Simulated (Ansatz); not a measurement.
`[NH2][GaH][SiH2][SiH3]` + `[NH2][SnH3]` → `[SiH3][NH][SnH3]` + `[NH2][GaH][SiH3]`  (cleavage of the Si–Si bond)

Computed with Ansatz on PBE0-D4/def2-TZVP structures; ΔE is electronic, products minus reactants. CCSD(T)/CBS adds triple-zeta CCSD(T) − MP2 to the extrapolated MP2 energy (def2 sets, frozen cores). DFT in def2-TZVPP. def2 core potentials past Kr. For Ga, Sn outer-core shells are correlated without core-valence functions, which leaves a few kJ/mol of doubt a bond. Scalar relativity is left out up to krypton. One conformer a species, not always the lowest.

| level | ΔE (kcal/mol) |
| --- | --- |
| PBE-D4 | -5.9 |
| PBE0-D4 | -7.7 |
| PBE | -5.9 |
| MP2/def2-TZVPP | -12.8 |
| HF/def2-QZVPP | -16.5 |
| SCS-MP2/def2-QZVPP | -14.0 |
| HF/CBS(def2) | -16.5 |
| CCSD/CBS(def2) | -12.3 |

What does CCSD(T)/CBS give? (Best estimate.)

Computed: -11.6 kcal/mol. The listed levels differ from it by 5.7, 3.9, 5.7, -1.2, -4.9, -2.4, -4.9, -0.7 kcal/mol.

Largest T1 diagnostic among the species: 0.015.

From PBE to PBE0 (25 % exact exchange), in def2-TZVPP and without D4, ΔE moves by −1.8 kcal/mol. In def2-TZVPP, CCSD(T) changes the Hartree–Fock value by +4.7 kcal/mol (the triples alone add +0.7 kcal/mol) and MP2 by +3.2 kcal/mol.
